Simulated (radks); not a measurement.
Neutral manganese inside a hard spherical wall (all orbitals vanish at R), configuration held at [Ar] 3d5 4s2 and not refilled when levels cross. All-electron calculation, scalar-relativistic Kohn-Sham, LDA (Slater exchange, Perdew-Wang correlation), spin-polarised, spherical densities, finite nucleus; open shells are filled with parallel spins first; Fermi nuclear charge, rms radius 3.7057 fm. Program: a radial shooting solver on a logarithmic mesh with Libxc functionals. Eigenvalues in eV for spin up, with the zero of energy where the potential of the charges vanishes at infinity; a dash marks a level that is unbound or too diffuse for the functional's potential to be trusted. A positive occupied level is held by the wall or, in an anion where self-interaction has pushed it up, behind a barrier. The pressure on the wall is -dE/dV.

R (bohr)  E (hartree)  kinetic (hartree)    e(3s)    e(3p)   e(3d)   e(4s)  e(4p, empty)  e(5s, empty)  pressure (GPa)
free      -1156.33109           1168.532  -86.845  -55.908  -8.312  -5.692        -1.657        -0.063               0
20        -1156.33109           1168.532  -86.845  -55.908  -8.312  -5.692        -1.657         0.031        < 0.0001
15        -1156.33109           1168.532  -86.845  -55.908  -8.312  -5.692        -1.655         0.252        < 0.0001
8         -1156.32725           1168.562  -86.620  -55.683  -8.093  -5.503        -1.226         3.826           0.159
5         -1156.21636           1169.083  -84.260  -53.337  -5.849  -2.933         2.764        20.319            12.6
3         -1154.80926           1173.886  -73.057  -42.363   5.230  17.336        28.168        98.319             597
2.5       -1152.91890           1179.949  -64.233  -33.613  14.908  39.995        53.961        166.49            2220
2         -1147.47548           1196.885  -46.112  -14.922  36.245  96.469        114.19        311.68           10900
1.5       -1127.74484           1252.338    2.469   36.595  92.416  263.41        280.92        680.99           77900
